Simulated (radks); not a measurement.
Values are calculated unless marked as measured or tabulated.
Q: Orbital eigenvalues (eV) of neutral thallium, [Hg] 6p1, of relativity; Dirac values are averaged over j with weights 2j + 1. Spin-unpolarised spherical Kohn-Sham, PBE, point nucleus unless stated (finite: rms radius 5.4759 fm), a radial shooting solver on a logarithmic mesh with Libxc functionals. A level marked "c x" has the speed of light scaled by that factor and shares open shells by 2j + 1; other Dirac levels either fill j = l - 1/2 first or share by 2j + 1.

| shell | non-rel. |
|---|---|
| 3s | -3063.4 |
| 3p | -2833.1 |
| 3d | -2403.5 |
| 4s | -667.08 |
| 4p | -566.58 |
| 4d | -381.30 |
| 4f | -131.20 |
| 5s | -103.64 |
| 5p | -70.618 |
| 5d | -18.241 |
| 6s | -7.4912 |
| 6p | -2.5796 |

Give the values at the level "Dirac, 2j+1 shares, finite nucleus".

A: 
shell  Dirac, 2j+1 shares, finite nucleus  change of magnitude (%)
3s                                -3627.5                   +18.42
3p                                -3047.8                    +7.58
3d                                -2382.4                    -0.88
4s                                -809.51                   +21.35
4p                                -616.96                    +8.89
4d                                -373.99                    -1.92
4f                                -113.59                   -13.43
5s                                -130.51                   +25.93
5p                                -77.372                    +9.56
5d                                -15.464                   -15.22
6s                                -9.5123                   +26.98
6p                                -2.4577                    -4.72
